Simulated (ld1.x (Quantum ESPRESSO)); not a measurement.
**Varying the PAW potential for zinc**

Base potential:

zinc (Zn), PAW, made with ld1.x (Quantum ESPRESSO) 7.5 (PBE, scalar-relativistic). Core [Ar], reference 3d10 4s1.75 4p0.25. Waves: 4s (bound): rcut 1.65, rcutus 2.00 bohr; 4s channel at 1.2 Ry: rcut 1.65, rcutus 2.00 bohr; 4p (bound): rcut 2.55, rcutus 2.90 bohr; 4p channel at 5.05 Ry: rcut 2.55, rcutus 2.90 bohr; 3d (bound): rcut 1.00, rcutus 1.10 bohr; 3d channel at -0.2 Ry: rcut 1.00, rcutus 1.10 bohr. Local part: all-electron potential smoothed inside 2.55 bohr (lloc = -1). Core correction: Bessel-smoothed model core inside 1.00 bohr. Augmentation charge: BG, radius 1.15 bohr.

Cutoffs, loose and tight: the cutoffs (Ry, on a coarse ladder) from which the occupation-weighted sum of valence levels, in a spherical-Bessel basis at the reference potential, stays within 10 and 1 mRy of its value at 400 Ry. They do not see the model core or the augmentation charge, which bear on the density cutoff. Test errors are all-electron minus pseudo excitation energies from the reference, over the configurations 3d10 4s2 4p0; 3d10 4s1 4p0; 3d10 4s0 4p0; 3d8 4s0 4p0; 3d9 4s2 4p1; 3d10 4s0 4p2; 3d9 4s0 4p0. A dash means not determined; rows that change the core or the reference have their own tests.

```csv
change,outcome,"cutoff, loose","cutoff, tight",bound ghosts,largest test error (meV)
base,generated,120 Ry,200 Ry,none,-1229
"waves 3d (bound): rcut 0.70, rcutus 0.74 bohr; 3d channel at -0.2 Ry: rcut 0.70, rcutus 0.74 bohr",generated,300 Ry,over 300 Ry,none,-1120
"waves 3d (bound): rcut 0.78, rcutus 0.82 bohr; 3d channel at -0.2 Ry: rcut 0.78, rcutus 0.82 bohr",generated,230 Ry,over 300 Ry,none,-1135
"waves 3d (bound): rcut 0.86, rcutus 0.92 bohr; 3d channel at -0.2 Ry: rcut 0.86, rcutus 0.92 bohr",generated,180 Ry,300 Ry,none,-1164
"waves 3d (bound): rcut 1.00, rcutus 1.08 bohr; 3d channel at -0.2 Ry: rcut 1.00, rcutus 1.08 bohr",generated,140 Ry,200 Ry,none,-1217
"waves 3d (bound): rcut 1.00, rcutus 1.20 bohr; 3d channel at -0.2 Ry: rcut 1.00, rcutus 1.20 bohr",generated,100 Ry,160 Ry,none,-1266
"waves 3d (bound): rcut 1.00, rcutus 1.32 bohr; 3d channel at -0.2 Ry: rcut 1.00, rcutus 1.32 bohr",generated,80 Ry,110 Ry,none,-1315
"waves 3d (bound): rcut 1.00, rcutus 1.40 bohr; 3d channel at -0.2 Ry: rcut 1.00, rcutus 1.40 bohr",generated,55 Ry,100 Ry,none,-1330
"waves 3d (bound): rcut 1.00, rcutus 1.54 bohr; 3d channel at -0.2 Ry: rcut 1.00, rcutus 1.54 bohr",generated,50 Ry,80 Ry,none,-1317
"waves 3d (bound): rcut 1.00, rcutus 1.62 bohr; 3d channel at -0.2 Ry: rcut 1.00, rcutus 1.62 bohr",generated,40 Ry,70 Ry,none,-1304
```

Reading the sweep of the d radius (base included, trends over the rows without a ghost): The loose cutoff falls from 300 Ry at 0.74 to 40 Ry at 1.62 bohr. A larger radius leaves more room for a smooth pseudo-wave, so fewer plane waves are needed; a smaller one forces it to follow the all-electron wave where it bends sharply. The median size of the test errors (rows with all tests solved) is not monotonic: lowest 5.9 meV at 1.2 bohr, highest 13.4 meV at 0.74 bohr.
